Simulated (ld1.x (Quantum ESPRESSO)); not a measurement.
What one change does to a pseudopotential (iodine (I), TM semilocal)

ld1.x (Quantum ESPRESSO) 7.5 input, shortened:

```
&input
   title='I', zed=53., rel=1, dft='PBE', iswitch=3,
   config='[Kr] 4d10 5s2 5p5 5d-2'
 /
 &inputp
   pseudotype=1, tm=.true., lloc=1,
   nlcc=.false.
 /
3
5S  1  0   2.00   0.00  1.75  1.75  0.0
5D  3  2  -2.00   0.05  1.65  1.65  0.0
5P  2  1   5.00   0.00  1.75  1.75  0.0
 &test
   configts(1)='5s2 5p5'
 /
```

All-electron outer shells of the reference configuration (PBE, scalar-relativistic, ld1.x):

```
shell  level (eV)  outermost node (bohr)  outermost maximum (bohr)
   4p     -127.57                   0.37                      0.72
   4d      -50.28                   0.35                      0.78
   5s      -17.41                   0.88                      1.70
   5p       -7.09                   0.96                      2.02
```

Change: wave 5p (bound): rc 1.75 bohr becomes 5p (bound): rc 1.50 bohr.

Cutoffs: the cutoffs (Ry, on a coarse ladder) from which the occupation-weighted sum of valence levels, in a spherical-Bessel basis at the reference potential, stays within 10 and 1 mRy of its value at 400 Ry; they do not see the model core or the augmentation charge, which bear on the density cutoff. Errors are all-electron minus pseudo energies relative to the spin-unpolarised reference configuration.

Problem. How do hardness, ghosts and transferability respond?

Solution. The potential gets harder (35 Ry and 70 Ry → 60 Ry and 180 Ry); of the 7 tests that both files solve, the error grows in 2 and shrinks in 5 by more than 15 % and 0.3 meV (median size 7.5 → 6.5 meV); the range in which the p phases agree narrows (upper end 3.9 → 0.5); neither file shows a bound ghost. A smaller radius makes the pseudo-wave follow the all-electron one further in, where it bends more sharply, so more plane waves are needed. A semilocal file is local in each channel, so a ghost entry of none says nothing of the separable form that plane-wave codes build from it.

| quantity | base | changed |
| --- | --- | --- |
| cutoff, loose | 35 Ry | 60 Ry |
| cutoff, tight | 70 Ry | 180 Ry |
| loose cutoff by channel (10 mRy a level) | s 25 Ry, p 12 Ry | s 25 Ry, p 45 Ry |
| bound ghosts | none | none |
| error for 5s2 5p4, meV [ΔE 11.13 eV] | -3.9 | 0.0 |
| error for 5s2 5p3, meV [ΔE 30.98 eV] | -16 | +1.3 |
| error for 5s2 5p2, meV [ΔE 60.31 eV] | -45 | -6.5 |
| error for 5s2 5p1, meV [ΔE 99.73 eV] | -88 | -37 |
| error for 5s2 5p4.5, meV [ΔE 4.53 eV] | -1.3 | -0.4 |
| error for 5s1 5p6, meV [ΔE 10.41 eV] | +4.4 | +38 |
| error for 5s1 5p5, meV [ΔE 22.11 eV] | +7.5 | +49 |
| s: phases at 1.89 bohr within 0.05 rad from the reference energy up to (Ry; the scan ends near 5) | 4.8 | 4.8 |
| p: phases at 1.89 bohr within 0.05 rad from the reference energy up to (Ry; the scan ends near 5) | 3.9 | 0.5 |
| d: phases at 1.89 bohr within 0.05 rad from the reference energy up to (Ry; the scan ends near 5) | 0.4 | 0.4 |
